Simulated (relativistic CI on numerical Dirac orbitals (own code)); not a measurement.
# Magnetism of Co²⁺, 3d7, in a crystal field

Calculated by Dirac-Coulomb-Breit CI, KLI orbitals optimised for each configuration, model QED (radiative potential, 1s self-energy scaled to tabulated hydrogen-like ionisation energies), valence Slater integrals scaled by 0.65, one configuration in a parametric crystal field (own radial code).

Field parameters in Wybourne normalisation: D3d B²₀ = −7Dσ, B⁴₀ = −14Dq − 21Dτ, B⁴₃ = −14√(10/7) Dq. The field is a parameter set, without covalency.

S is read from ⟨S²⟩ = S(S + 1).

Powder χT (cm³ K mol⁻¹) by Van Vleck's formula, with temperature-independent terms:

| Field | 2 K | 5 K | 10 K | 20 K | 50 K | 100 K | 200 K | 300 K |
| --- | --- | --- | --- | --- | --- | --- | --- | --- |
| D3d, 10Dq = 17400, Dσ = -1200, Dτ = -210 cm⁻¹ | 1.03 | 1.06 | 1.11 | 1.2 | 1.46 | 1.67 | 1.81 | 1.87 |
| D3d, 10Dq = 17400, Dσ = -980, Dτ = -210 cm⁻¹ | 0.935 | 0.958 | 0.997 | 1.07 | 1.29 | 1.51 | 1.67 | 1.74 |
| D3d, 10Dq = 17400, Dσ = -760, Dτ = -210 cm⁻¹ | 0.788 | 0.807 | 0.838 | 0.9 | 1.08 | 1.28 | 1.45 | 1.53 |
| D3d, 10Dq = 17400, Dσ = -550, Dτ = -210 cm⁻¹ | 0.611 | 0.626 | 0.651 | 0.702 | 0.849 | 1.01 | 1.16 | 1.25 |
| D3d, 10Dq = 17400, Dσ = -330, Dτ = -210 cm⁻¹ | 0.429 | 0.443 | 0.465 | 0.51 | 0.635 | 0.758 | 0.868 | 0.964 |
| D3d, 10Dq = 17400, Dσ = -110, Dτ = -210 cm⁻¹ | 0.297 | 0.311 | 0.333 | 0.378 | 0.495 | 0.593 | 0.672 | 0.75 |
| D3d, 10Dq = 17400, Dσ = 110, Dτ = -210 cm⁻¹ | 0.216 | 0.231 | 0.254 | 0.302 | 0.419 | 0.507 | 0.572 | 0.63 |
| D3d, 10Dq = 17400, Dσ = 330, Dτ = -210 cm⁻¹ | 0.167 | 0.182 | 0.207 | 0.257 | 0.378 | 0.464 | 0.526 | 0.571 |

Q: For D3d, 10Dq = 17400, Dσ = -110, Dτ = -210 cm⁻¹: what effective moment follows at 300 K?

A: μ_eff = √(8χT) = 2.45 μB. The ground level has S = 0.81; the spin-only moment for S = 1/2 is 1.73 μB. The difference comes from the orbital moment, spin-orbit mixing of terms and temperature-independent paramagnetism, all larger in this ionic model than in covalent complexes.
